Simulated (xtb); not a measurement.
xtb input:

```bash
xtb mol.xyz --gfn 2 --sp --chrg 1 --uhf 0
```
mol.xyz:
```
3

Y      0.43469289     0.00667839     0.43586214
Cl     0.85967350     0.32179349    -1.85965554
Cl    -1.85691013    -0.33711451     0.85973652
```

Which total energy does the run end on?

-9.93825 Eh (GFN2-xTB).
